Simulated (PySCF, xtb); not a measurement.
C₂H₆FGaO, SMILES C[O][Ga]([CH3])[F].

GFN2-xTB (xtb 6.7.1) at its own geometry gives an orbital gap of 3.83 eV and a dipole moment of 5.18 D.

The structure is a stationary point at B3LYP-D3(BJ)/def2-SVP. The structure was generated by enumeration; whether it is a known compound was not checked. One conformer was computed; it need not be the lowest.

Question: What does PBE/def2-TZVP run with PySCF give? (Estimate from the structure and the level; the computed values follow.)

Answer: gap 5.13 eV (levels -6.47 and -1.35 eV), dipole 3.51 D.
